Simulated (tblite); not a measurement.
Parent: `[CH2:1]=[C:2]([F:3])[CH2:4][SiH2:5][CH3:6]` with C1–C2–C4–Si5 -107°, C2–C4–Si5–C6 -179°, C4H9FSi.

Structures optimised with GFN2-xTB, isolated species. One conformer each, not checked by frequencies here.

| coordinate of the parent | value |
| --- | --- |
| C1=C2 | 1.320 Å |
| C2–F3 | 1.360 Å |
| C2–C4 | 1.479 Å |
| C4–Si5 | 1.921 Å |
| Si5–C6 | 1.897 Å |
| C1–C2–F3 | 118.7° |
| C1–C2–C4 | 128.7° |
| F3–C2–C4 | 112.6° |
| C2–C4–Si5 | 110.8° |
| C4–Si5–C6 | 107.7° |

Q: How does the shared frame change in `[CH2:1]=[N:2][CH2:3][SiH2:4][CH2:5][C:6](=[CH2:7])[F:8]` with C1–N2–C3–Si4 -112°, N2–C3–Si4–C5 -49°, C3–Si4–C5–C6 -64°, Si4–C5–C6–C7 99°, C5H10FNSi? Atoms pair as C1 = C7, C2 = C6, F3 = F8, C4 = C5, Si5 = Si4, C6 = C3 (parent first).

A: 
```
   parent   relative  value in the relative  change
    C1=C2      C7=C6                1.320 Å   0.000
    C2–F3      C6–F8                1.361 Å  +0.001
    C2–C4      C6–C5                1.483 Å  +0.004
   C4–Si5     C5–Si4                1.914 Å  -0.007
   Si5–C6     Si4–C3                1.919 Å  +0.022
 C1–C2–F3   C7–C6–F8                 119.0°    +0.3
 C1–C2–C4   C7–C6–C5                 128.3°    -0.4
 F3–C2–C4   F8–C6–C5                 112.6°     0.0
C2–C4–Si5  C6–C5–Si4                 111.3°    +0.5
C4–Si5–C6  C5–Si4–C3                 106.9°    -0.8
```

Of the parent's bonds, Si5–C6 changes most (+0.022 Å). Bonds of the relative outside the shared frame: C1=N2 1.252, N2–C3 1.421 Å. Point group C1 → C1.

Q: How does the shared frame change in `[CH2:1]=[C:2]([F:3])[CH2:4][SiH2:5][CH2:6][CH2:7][SiH3:8]` with C1–C2–C4–Si5 -107°, C2–C4–Si5–C6 65°, C4–Si5–C6–C7 179°, Si5–C6–C7–Si8 -178°, C5H13FSi2? Atoms pair as C1 = C1, C2 = C2, F3 = F3, C4 = C4, Si5 = Si5, C6 = C6 (parent first).

A: 
```csv
parent,relative,value in the relative,change
C1=C2,C1=C2,1.321 Å,+0.001
C2–F3,C2–F3,1.360 Å,0.000
C2–C4,C2–C4,1.479 Å,0.000
C4–Si5,C4–Si5,1.920 Å,-0.001
Si5–C6,Si5–C6,1.901 Å,+0.004
C1–C2–F3,C1–C2–F3,118.7°,0.0
C1–C2–C4,C1–C2–C4,128.7°,0.0
F3–C2–C4,F3–C2–C4,112.6°,0.0
C2–C4–Si5,C2–C4–Si5,111.5°,+0.7
C4–Si5–C6,C4–Si5–C6,109.6°,+1.9
```

Of the parent's bonds, Si5–C6 changes most (+0.004 Å). Bonds of the relative outside the shared frame: C6–C7 1.530, C7–Si8 1.902 Å. Point group C1 → C1.

These are computed values.
